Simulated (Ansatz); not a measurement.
`COCO` and `[BH2][AlH][CH2]OC` differ in one atom or group.

Ansatz, PBE0-D4/def2-TZVP geometries, multiplicity 1. Each molecule was computed in one conformer, which needn't be the lowest.

```
                             property  `COCO`
  LUMO energy (B3LYP/def2-TZVPP) / eV    0.83
    HOMO energy (PBE/def2-TZVPP) / eV   -6.27
 HOMO–LUMO gap (PBE0/def2-TZVPP) / eV    9.13
LUMO energy (ωB97M-V/def2-TZVPP) / eV    2.67
HOMO energy (ωB97M-V/def2-TZVPP) / eV  -10.34
  HOMO energy (B3LYP/def2-TZVPP) / eV   -7.67
```

Problem. Give the same properties after the change, and the shifts. (Estimate.)

Solution. The calculation gave: 
```
                             property  `[BH2][AlH][CH2]OC`  shift
  LUMO energy (B3LYP/def2-TZVPP) / eV                -1.76  -2.59
    HOMO energy (PBE/def2-TZVPP) / eV                -5.52   0.75
 HOMO–LUMO gap (PBE0/def2-TZVPP) / eV                 5.08  -4.05
LUMO energy (ωB97M-V/def2-TZVPP) / eV                 0.31  -2.36
HOMO energy (ωB97M-V/def2-TZVPP) / eV                -8.84   1.50
  HOMO energy (B3LYP/def2-TZVPP) / eV                -6.49   1.18
```

With PBE0 the HOMO rises by 1.22 eV and the LUMO falls by 2.83 eV, so the gap narrows by about 4.05 eV. PBE moves the HOMO by 0.75 eV and ωB97M-V by 1.50 eV.

B3LYP here is the variant with VWN-RPA as its local correlation; programs differ in this.
